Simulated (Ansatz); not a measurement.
C2H7BrGeO, singlet, geometry from GFN2-xTB, with bond 8-1 at 1.8 times its length; CASSCF(4,4)/STO-3G in Ansatz (a first-principles code).

The Ansatz input:
Ansatz 0.2 input:
```yaml
crystal:
  periodic: [false, false, false]
  atoms:
    - {symbol: C, position_ang: [1.69086601, -0.05121762, -1.56686850]}
    - {symbol: Ge, position_ang: [0.00865201, 0.36571352, -0.57668089]}
    - {symbol: C, position_ang: [-1.71993330, 0.08198224, -1.53356981]}
    - {symbol: O, position_ang: [0.07877682, 1.99575383, 0.08582386]}
    - {symbol: Br, position_ang: [-0.02061395, -0.86548265, 1.35056724]}
    - {symbol: H, position_ang: [1.73765063, 0.52013916, -2.48921838]}
    - {symbol: H, position_ang: [2.55234330, 0.20136159, -0.95357139]}
    - {symbol: H, position_ang: [1.77121659, -1.95331945, -2.00478816]}
    - {symbol: H, position_ang: [-2.54697198, 0.40050202, -0.90378819]}
    - {symbol: H, position_ang: [-1.73999321, 0.65594945, -2.45526710]}
    - {symbol: H, position_ang: [-1.85157232, -0.96785692, -1.77513755]}
    - {symbol: H, position_ang: [0.10185139, 2.73628737, -0.51288614]}
basis:
  gaussian:
    orbitals: STO-3G
hamiltonian:
  xc: hf
magnetization: {spin_polarized: false}
correlation: {active_space: {window: {electrons: 4, orbitals: 4}}}
```

The log (banner, timings and long lists left out):

```
Functional definition: HF
673 factors; integrals over basis functions are off by at most 3.9e-5 eV
mean field evaluation 1: about -129224.8616 eV, gradient 2.5e1 eV
mean field evaluation 2: about -129224.9476 eV, gradient 2.5e1 eV
mean field evaluation 4: about -129227.7074 eV, gradient 2.6e0 eV
mean field evaluation 8: about -129227.7421 eV, gradient 1.4e-4 eV
mean field -129227.74206157 eV, -4749.0319270530 hartree, gradient 1.8e-6 eV, S^2 0.000000; 0 other end points of the search recorded, 0 dependent functions left out
reference -129227.74206157 eV, -4749.0319270530 hartree; 47, 47 occupied and 11, 11 virtual orbitals, 673 factors
state -129230.54337013 eV, -4749.1348732439 hartree
Total energy: -129230.54337013 eV, -4749.1348732439 hartree
```
